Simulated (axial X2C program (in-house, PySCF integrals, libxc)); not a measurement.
**Which molecule gave these maps?**

PBE0 fields computed with an in-house all-electron X2C program for linear molecules (integrals from PySCF), spin-free, near the equilibrium distance, one atom at z = 0.

The maps cover the half plane through the axis: z from -2.4 to 4.2 Å along the bond, ρ from 0.15 to 2.25 Å away from it.

log10 of the density in e/bohr³:

```
 ρ\z  -2.4  -1.8  -1.2  -0.6   0.0   0.6   1.2   1.8   2.4   3.0   3.6   4.2
0.15  -2.7  -2.4  -1.9  -0.3   1.4  -0.4  -1.1  -0.6  -1.4  -2.3  -3.0  -3.8
0.45  -2.7  -2.4  -2.0  -0.7   0.1  -0.7  -1.3  -1.1  -1.6  -2.4  -3.1  -3.8
0.75  -2.7  -2.4  -2.1  -1.2  -0.7  -1.2  -1.6  -1.5  -1.9  -2.5  -3.2  -3.9
1.05  -2.8  -2.5  -2.1  -1.7  -1.4  -1.7  -1.9  -1.9  -2.2  -2.8  -3.4  -4.0
1.35  -2.8  -2.5  -2.3  -2.0  -1.9  -2.1  -2.2  -2.3  -2.6  -3.0  -3.6  -4.2
1.65  -2.9  -2.6  -2.4  -2.2  -2.2  -2.4  -2.6  -2.7  -2.9  -3.3  -3.8  -4.4
1.95  -3.0  -2.8  -2.6  -2.4  -2.4  -2.6  -2.8  -3.0  -3.3  -3.6  -4.1  -4.6
2.25  -3.1  -2.9  -2.7  -2.6  -2.7  -2.9  -3.1  -3.3  -3.6  -3.9  -4.3  -4.8
```

Electron localisation function (collinear form, no current term, damped to 0 at low density):

```
 ρ\z  -2.4  -1.8  -1.2  -0.6   0.0   0.6   1.2   1.8   2.4   3.0   3.6   4.2
0.15  0.84  0.27  0.02  0.81  0.84  0.72  0.79  1.00  1.00  1.00  0.82  0.02
0.45  0.86  0.39  0.03  0.66  0.76  0.59  0.70  1.00  1.00  1.00  0.75  0.01
0.75  0.89  0.59  0.08  0.30  0.64  0.24  0.56  1.00  1.00  0.99  0.55  0.01
1.05  0.90  0.76  0.28  0.17  0.21  0.10  0.38  0.96  0.99  0.95  0.27  0.00
1.35  0.90  0.86  0.60  0.31  0.18  0.10  0.22  0.79  0.92  0.74  0.07  0.00
1.65  0.88  0.90  0.80  0.59  0.35  0.15  0.12  0.36  0.57  0.26  0.01  0.00
1.95  0.83  0.90  0.87  0.76  0.53  0.20  0.07  0.10  0.13  0.04  0.00  0.00
2.25  0.71  0.85  0.87  0.80  0.60  0.22  0.05  0.03  0.02  0.00  0.00  0.00
```

Axial spin density in 10⁻³ e/bohr³:

```
 ρ\z  -2.4  -1.8  -1.2  -0.6    0.0   0.6  1.2   1.8   2.4   3.0   3.6  4.2
0.15  -1.3  -2.0  -1.1  47.6  141.1  39.1  4.9  -8.4  -3.0  -0.6  -0.1  0.0
0.45  -1.2  -1.7   0.4  40.5  119.6  40.3  4.4  -2.6  -1.9  -0.5  -0.1  0.0
0.75  -1.1  -1.3   1.3  21.0   42.7  20.7  3.3  -0.8  -1.0  -0.3  -0.1  0.0
1.05  -0.9  -0.9   1.2   9.9   16.3   9.2  2.2  -0.1  -0.4  -0.2  -0.1  0.0
1.35  -0.7  -0.6   0.8   4.8    7.1   4.4  1.4   0.1  -0.2  -0.1   0.0  0.0
1.65  -0.5  -0.5   0.4   2.3    3.3   2.2  0.8   0.1  -0.1  -0.1   0.0  0.0
1.95  -0.4  -0.4   0.1   1.1    1.6   1.2  0.5   0.1   0.0   0.0   0.0  0.0
2.25  -0.3  -0.3   0.0   0.5    0.8   0.6  0.3   0.1   0.0   0.0   0.0  0.0
```

Question: Which molecule is it?
A. YBr⁻
B. NaTc⁺
C. YP⁺
D. TiH⁻

Answer: D. TiH⁻, with Ti at z = 0 and H at z = 1.824 Å, state M_S = 1, Λ = 3 (beyond evenly filled blocks: π+α, δ+α), basis Ti dyall-acv3z [11s11p7d4f2g], H dyall-av3z [7s3p2d] (cores contracted in-house). Occupations by symmetry block were frozen at the best pattern of an incomplete PBE0 search. The highest occupied level is positive at some bond lengths even in Hartree–Fock (under at least one Hamiltonian), so the basis set holds the extra electron there; where that holds at Re the anion is at best weakly bound and its constants depend on the basis. Other states lie close and PBE0, whose exact exchange favours high spin, may order them wrongly; the determinant shown need not be the ground state. The nearest other spin-free determinant of the search, M_S = 1, Λ = 0, lies 0.06 eV up at the distance of the search. The functionals have no current-density term, which raises determinants with orbital currents, atoms included. The determinant is spin-polarised beyond a pure state at some levels (its spin-free form has ⟨S²⟩ too high), which makes Re and μ there less reliable.
